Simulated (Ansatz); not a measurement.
Born–Oppenheimer molecular dynamics of C$_{2}$H$_{7}$ClOSi (12 atoms, charge 0, multiplicity 1). It starts from a relaxed structure.

Level of theory: RKS PBE/6-31G (Ansatz).

```json
{
  "ensemble": "NVT, Nosé–Hoover chain",
  "time step": "0.5 fs",
  "steps asked": "500",
  "set temperature": "500 K",
  "thermostat": "time constant 100 fs, chain length 1",
  "masses": "H 2.014 u",
  "seed": "507161"
}
```

First frame:

```xyz
12
Properties=species:S:1:pos:R:3
Si -0.054 -0.054 -0.108
Cl 0.054 -0.237 2.104
O 1.556 0.115 -0.736
H 2.250 -0.554 -0.550
C -0.918 1.573 -0.528
H -1.947 1.584 -0.133
H -0.360 2.415 -0.090
H -0.950 1.705 -1.622
C -0.925 -1.637 -0.702
H -1.945 -1.683 -0.284
H -0.990 -1.639 -1.803
H -0.381 -2.538 -0.376
```

How far do the bonds stretch over the last three quarters of this one trajectory? (Pairs bonded in most of those frames.)


```csv
bond,mean (Å),spread (Å),shortest,longest
Si1–Cl2,2.235,0.040,2.17,2.30
Si1–O3,1.751,0.056,1.65,1.85
Si1–C5,1.902,0.050,1.80,2.01
Si1–C9,1.915,0.049,1.82,2.02
O3–H4,0.985,0.017,0.95,1.02
C5–H6,1.110,0.037,1.05,1.19
C5–H7,1.112,0.037,1.04,1.18
C5–H8,1.110,0.040,1.02,1.20
C9–H10,1.109,0.032,1.04,1.19
C9–H11,1.106,0.016,1.07,1.14
C9–H12,1.105,0.029,1.06,1.16
```

Mean temperature of the second half: 553 K. The conserved energy stayed within 0.36 meV per atom of its start (net change 0.21 meV per atom), so the integration is sound. The mean temperature of the second half is 11 % above the set value. A run of 0.25 ps of so small a system gives no equilibrium averages. Limits of this set-up: no polarisation functions.

Run time: 20 min on 1 thread of Intel(R) Xeon(R) 6975P-C (Granite Rapids), on a shared host, peak memory 0.14 GiB.
